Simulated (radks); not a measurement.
Tm V, configuration [Xe] 4f11. Method: Dirac Kohn-Sham, PBE, spin-unpolarised, spherical densities, finite nucleus; open shells fill j = l - 1/2 first; Fermi nuclear charge, rms radius 5.2256 fm; computed with a radial shooting solver on a logarithmic mesh with Libxc functionals. Some entries of the table are withheld. Estimate them.

| orbital | occ. | eigenvalue (eV) | <r> (bohr) |
|---|---|---|---|
| 1s1/2 | 2 | -59257.23 | 0.02001 |
| 2s1/2 | 2 | -10038.35 | 0.08431 |
| 2p1/2 | 2 | (1) | (2) |
| 2p3/2 | 4 | (3) | (4) |
| 3s1/2 | 2 | -2300.383 | 0.2205 |
| 3p1/2 | 2 | -2094.752 | 0.2103 |
| 3p3/2 | 4 | -1887.855 | 0.2242 |
| 3d3/2 | 4 | (5) | (6) |
| 3d5/2 | 6 | (7) | (8) |
| 4s1/2 | 2 | -498.1217 | 0.4968 |
| 4p1/2 | 2 | -415.3056 | 0.5049 |
| 4p3/2 | 4 | -368.3150 | 0.5364 |
| 4d3/2 | 4 | -231.8554 | (9) |
| 4d5/2 | 6 | -223.2504 | (10) |
| 5s1/2 | 2 | -101.2072 | 1.183 |
| 5p1/2 | 2 | (11) | 1.302 |
| 5p3/2 | 4 | (12) | 1.389 |
| 4f5/2 | 6 | -57.2782 | 0.7071 |
| 4f7/2 | 5 | -55.9302 | 0.7172 |

Answer. 
(1) 2p1/2 eigenvalue (eV): -9571.603
(2) 2p1/2 <r> (bohr): 0.07008
(3) 2p3/2 eigenvalue (eV): -8591.560
(4) 2p3/2 <r> (bohr): 0.07747
(5) 3d3/2 eigenvalue (eV): -1536.622
(6) 3d3/2 <r> (bohr): 0.1973
(7) 3d5/2 eigenvalue (eV): -1491.420
(8) 3d5/2 <r> (bohr): 0.2016
(9) 4d3/2 <r> (bohr): 0.5615
(10) 4d5/2 <r> (bohr): 0.5725
(11) 5p1/2 eigenvalue (eV): -77.3431
(12) 5p3/2 eigenvalue (eV): -70.5118
